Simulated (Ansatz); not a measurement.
The cluster B11. Charge 0, multiplicity 2. Geometry r2SCAN-D4/def2-SVP; atoms count from 1.

| atom | x (Å) | y (Å) | z (Å) |
| --- | --- | --- | --- |
| B1 | 1.575 | -1.711 | 0.239 |
| B2 | -0.507 | 2.024 | 0.979 |
| B3 | 0.331 | -0.779 | 0.672 |
| B4 | 1.673 | 0.197 | -0.237 |
| B5 | -1.943 | 1.640 | 0.402 |
| B6 | 0.813 | 1.098 | 0.791 |
| B7 | -2.282 | 0.219 | -0.239 |
| B8 | -0.714 | 0.489 | 0.315 |
| B9 | 1.908 | -1.077 | -1.187 |
| B10 | -1.160 | -0.911 | -0.561 |
| B11 | 0.306 | -1.189 | -1.176 |

The structure comes from a short search, and lower isomers may exist.

(1) Estimate the Mulliken populations from the PBE0/def2-TZVP orbitals of Ansatz.

(2) Where does the spin sit?

(3) And the Mayer bond orders between heavy atoms (over 0.3)?

Answers

(1) 
```json
{"atom": "B1", "charge (e)": "-0.07", "spin (α − β)": "0.44"}
{"atom": "B2", "charge (e)": "-0.05", "spin (α − β)": "0.06"}
{"atom": "B3", "charge (e)": "-0.03", "spin (α − β)": "0.05"}
{"atom": "B4", "charge (e)": "-0.13", "spin (α − β)": "0.11"}
{"atom": "B5", "charge (e)": "-0.05", "spin (α − β)": "0.32"}
{"atom": "B6", "charge (e)": "-0.09", "spin (α − β)": "0.04"}
{"atom": "B7", "charge (e)": "-0.05", "spin (α − β)": "0.06"}
{"atom": "B8", "charge (e)": "0.21", "spin (α − β)": "-0.10"}
{"atom": "B9", "charge (e)": "0.46", "spin (α − β)": "-0.13"}
{"atom": "B10", "charge (e)": "-0.09", "spin (α − β)": "0.04"}
{"atom": "B11", "charge (e)": "-0.13", "spin (α − β)": "0.11"}
```
Mulliken values depend strongly on the basis.

(2) Summed by element: B 1.00, of 1 unpaired in all. Largest on single atoms: B1 0.44, B5 0.32, B9 -0.13.

(3) B1–B3 0.94 (1.61 Å); B1–B4 0.48 (1.97 Å); B1–B9 0.95 (1.60 Å); B1–B11 0.48 (1.97 Å); B2–B5 1.30 (1.59 Å); B2–B6 1.13 (1.62 Å); B2–B8 0.49 (1.68 Å); B3–B4 0.38 (1.89 Å); B3–B6 0.44 (1.94 Å); B3–B8 0.64 (1.68 Å); B3–B10 0.44 (1.94 Å); B3–B11 0.38 (1.89 Å); B4–B6 1.07 (1.61 Å); B4–B9 0.91 (1.61 Å); B4–B11 0.37 (2.16 Å); B5–B7 1.30 (1.60 Å); B5–B8 0.49 (1.69 Å); B6–B8 0.48 (1.71 Å); B7–B8 0.49 (1.68 Å); B7–B10 1.13 (1.62 Å); B8–B10 0.48 (1.71 Å); B9–B11 0.91 (1.61 Å); B10–B11 1.08 (1.61 Å).
